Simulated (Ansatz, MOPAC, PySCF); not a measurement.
Species: Si2N2H9, net charge 1, singlet state. SMILES: N[SiH2][NH2+][SiH3]
Structure (B3LYP-D3(BJ)/def2-TZVP (Ansatz, a first-principles code) minimum search):
```
N
H 1 1.0225
H 1 1.0228 2 104.86
Si 1 1.8687 2 109.73 3 117.50
H 4 1.4679 1 103.51 2 -161.08
H 4 1.4685 5 114.60 1 -114.13
H 4 1.4694 5 113.98 6 -134.11
Si 1 1.9029 2 108.42 3 -115.40
N 8 1.6765 1 109.94 2 73.25
H 9 1.0086 8 123.60 1 -94.29
H 9 1.0086 10 112.20 8 169.92
H 8 1.4666 9 114.16 10 17.18
H 8 1.4676 12 116.92 1 107.06
```
Charge +1, spin multiplicity 1.

Unscaled harmonic wavenumbers (cm⁻¹) in rising order, each level at the stationary point that it reaches from this structure (no distance between atoms moves by over 0.3 Å); the order of modes can differ between levels, and a negative number is imaginary. B3LYP-D3(BJ)/def2-TZVP (PySCF, at the structure above): 48, 90, 147, 231, 296, 440, 499, 517, 564, 643, 680, 715, 861, 894, 903, 912, 943, 947, 951, 969, 1077, 1130, 1592, 1599, 2287, 2301, 2317, 2321, 2326, 3411, 3465, 3569, 3653.

PM6 (MOPAC): 47, 76, 130, 195, 243, 458, 493, 514, 598, 628, 676, 744, 769, 783, 806, 859, 877, 890, 892, 928, 979, 1128, 1503, 1537, 2095, 2125, 2127, 2145, 2153, 2648, 2709, 2747, 2801. Zero-point energy 54.8 against 61.9 kcal/mol; where all levels lie over 400 cm⁻¹, the wavenumbers are on average 0.928 times those of B3LYP-D3(BJ)/def2-TZVP.

HF/3-21G (Ansatz): 38, 104, 170, 249, 295, 537, 561, 623, 711, 740, 763, 791, 947, 955, 958, 994, 999, 1006, 1025, 1035, 1201, 1346, 1783, 1808, 2362, 2377, 2380, 2387, 2393, 3542, 3599, 3721, 3813. Zero-point energy 66.1 against 61.9 kcal/mol; where all levels lie over 400 cm⁻¹, the wavenumbers are on average 1.095 times those of B3LYP-D3(BJ)/def2-TZVP.

HF/6-31G* (Ansatz): 45, 97, 157, 244, 296, 486, 531, 549, 605, 674, 733, 770, 932, 949, 975, 997, 1020, 1029, 1032, 1042, 1181, 1280, 1762, 1774, 2469, 2483, 2493, 2496, 2503, 3638, 3703, 3794, 3888. Zero-point energy 66.7 against 61.9 kcal/mol; where all levels lie over 400 cm⁻¹, the wavenumbers are on average 1.080 times those of B3LYP-D3(BJ)/def2-TZVP.

B3LYP/6-31G* (Ansatz): 43, 89, 142, 219, 309, 436, 491, 506, 560, 633, 680, 709, 864, 885, 892, 925, 935, 938, 944, 966, 1099, 1167, 1624, 1645, 2316, 2332, 2351, 2354, 2361, 3411, 3475, 3576, 3665. Zero-point energy 62.2 against 61.9 kcal/mol; where all levels lie over 400 cm⁻¹, the wavenumbers are on average 1.002 times those of B3LYP-D3(BJ)/def2-TZVP.
